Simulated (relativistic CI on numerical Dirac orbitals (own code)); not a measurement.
Pd⁵⁺: 4d valence photoemission

Computed with this model: Dirac-Coulomb-Breit CI, KLI orbitals optimised for each configuration, QED by a radiative potential, valence Slater integrals scaled by 0.8, multiplet model of photoemission in the sudden approximation; configurations [Kr] 4d5 → [Kr] 4d4; 80 K; Lorentzian 0.3 eV and Gaussian 0.5 eV FWHM. Energies are those of the free ion, without screening or charge transfer. The energies are binding energies and can lie tens of eV above those of solids. S is read from ⟨S²⟩ = S(S + 1).

Field parameters in Wybourne normalisation: Oh B⁴₀ = 21Dq, B⁴₄ = √(5/14) B⁴₀; Td as Oh with Dq negative (B⁴₀ = 21Dq, B⁴₄ = √(5/14) B⁴₀). The field is a parameter set, without covalency.

free ion: ground-state S = 2.48, centroid 83.42 eV. Peaks (eV, height): 83.5 (100).

Oh, 10Dq = 25750 cm⁻¹: ground-state S = 0.64, centroid 82.68 eV. Peaks (eV, height): 82.0 (100), 83.5 (46), 84.8 (8).

Td, 10Dq = -7700 cm⁻¹: ground-state S = 2.48, centroid 83.42 eV. Peaks (eV, height): 83.0 (100), 84.0 (79).

Strongest unbroadened transitions for free ion:

| Energy (eV) | Relative strength |
| --- | --- |
| 82.94 | 12.5 |
| 83.06 | 36.8 |
| 83.24 | 59.5 |
| 83.45 | 80.4 |
| 83.66 | 100.0 |
| 85.25 | 0.1 |
| 85.37 | 0.1 |
| 85.75 | 0.2 |
| 85.81 | 0.1 |
| 85.91 | 0.0 |
| 86.03 | 0.4 |
| 86.35 | 0.0 |
| 86.40 | 0.1 |
| 86.41 | 0.1 |
| 87.47 | 0.0 |
| 89.35 | 0.0 |
| 89.47 | 0.0 |
| 89.80 | 0.0 |
